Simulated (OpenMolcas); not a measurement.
# Pd⁴⁺: CASPT2 settings compared

```yaml
Program: OpenMolcas
Basis: ANO-RCC-VTZP [7s6p4d2f1g]
Scalar_Hamiltonian: DKH2, point nucleus
Active_space: 6 electrons in 5 orbitals (4d)
State_averaging: 2S+1 = 5 even, 5 roots; 2S+1 = 3 even, 45 roots kept (CI in the orbitals of an earlier block, 30 in the spin-orbit step); 2S+1 = 1 even, 50 roots kept (CI in the orbitals of an earlier block, 22 in the spin-orbit step)
Spin-orbit_coupling: RASSI with atomic mean-field integrals over the reference wave functions, term energies averaged over their components
```

Methods on the same reference wave functions:
A. CASSCF
B. SS-CASPT2, IPEA 0.35 Eh, sigma1 regulariser 0.5 Eh (closed shells correlated: 4s 4p)
C. SS-CASPT2, IPEA 0.6 Eh, sigma2 regulariser 0.3 Eh (closed shells correlated: 4s 4p)
D. XMS-CASPT2, IPEA 0.6 Eh, imaginary shift 0.5 Eh (closed shells correlated: 4s 4p)

Energies in cm⁻¹ above 4d⁶ ⁵D₄.

```json
{"Level": "4d⁶ ⁵D₄", "A": "0.0", "B": "0.0", "C": "0.0", "D": "0.0"}
{"Level": "4d⁶ ⁵D₃", "A": "2122", "B": "2160", "C": "2150", "D": "2140"}
{"Level": "4d⁶ ⁵D₂", "A": "3320", "B": "3310", "C": "3310", "D": "3310"}
{"Level": "4d⁶ ⁵D₁", "A": "4044", "B": "4020", "C": "4020", "D": "4020"}
{"Level": "4d⁶ ⁵D₀", "A": "4386", "B": "4360", "C": "4360", "D": "4360"}
{"Level": "4d⁶ ³H₆", "A": "22033", "B": "20560", "C": "20920", "D": "21590"}
{"Level": "4d⁶ ³H₅", "A": "22572", "B": "20850", "C": "21240", "D": "21950"}
{"Level": "4d⁶ ³P₂", "A": "23648", "B": "20510", "C": "21090", "D": "21680"}
{"Level": "4d⁶ ³F₃", "A": "25836", "B": "23180", "C": "23740", "D": "24500"}
```

Among B to D the level of the table that moves most is 4d⁶ ³F₃, by 1300 cm-1 (lowest in B, highest in D). Moves below CASPT2's spread within the term are not significant.

From A to B the spin-free energies of the other terms of 4d⁶ shown, above ⁵D, scale by factors of 0.86 to 0.93, as is usual when dynamic correlation screens the repulsion within a d or f shell.

The lowest spin-free term lies below A's lowest term by 0.402 hartree in B, 0.393 hartree in C, 0.399 hartree in D.

CASPT2 breaks the degeneracy within a term, and the mean is taken; among the terms shown or strongly mixed into the levels shown the widest spread is 2200 cm-1 (4d⁶ ³H, D). Some high roots are left out of the spin-orbit mixing, which shifts the levels that they would mix with. Terms from blocks run as CI alone lack orbitals of their own. Without dynamic correlation excited terms often stand tens of per cent too high (terms of higher spin than the ground term too low), and those without a measured partner can miss by more than the paired ones (holds for A). The CASPT2 spread within a term exceeds the gap to the next term for 4d⁶ ³H and 4d⁶ ³P, so the order of their levels is uncertain (holds for D). Levels of configurations outside the active space are missing. Levels that lie high or do not pair safely by name in every column are left out.
